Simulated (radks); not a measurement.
The numbers below are computed, except where a source is named.
Question: W II, 73 electrons, occupied as [Xe] 4f14 5d3 6s1 6p1 (not the ground configuration). Level of theory: scalar-relativistic Kohn-Sham, BLYP, spin-unpolarised, spherical densities, point nucleus (a radial shooting solver on a logarithmic mesh with Libxc functionals). Some entries of the table are withheld. Estimate them.

| orbital | occ. | eigenvalue (hartree) | <r> (bohr) | <1/r> (bohr^-1) |
|---|---|---|---|---|
| 1s | 2 | -2554.707 | 0.01834 | 87.12 |
| 2s | 2 | -441.2912 | 0.07756 | 20.37 |
| 2p | 6 | -385.9600 | 0.06943 | 18.45 |
| 3s | 2 | -101.9517 | 0.2011 | 7.541 |
| 3p | 6 | -85.57041 | 0.2013 | (1) |
| 3d | 10 | -66.73756 | 0.1824 | 6.577 |
| 4s | 2 | -21.36183 | 0.4495 | 3.205 |
| 4p | 6 | -15.98939 | 0.4780 | 2.911 |
| 4d | 10 | -9.18410 | 0.5114 | 2.590 |
| 5s | 2 | -3.32936 | 1.064 | 1.256 |
| 5p | 6 | -2.00336 | 1.241 | 1.058 |
| 4f | 14 | -1.64409 | 0.6071 | (2) |
| 5d | 3 | -0.53783 | 1.868 | 0.6960 |
| 6s | 1 | -0.51269 | 2.846 | 0.4456 |
| 6p | 1 | -0.29459 | 3.710 | 0.3382 |

Answer: 
(1) 3p <1/r> (bohr^-1): 6.961
(2) 4f <1/r> (bohr^-1): 2.085
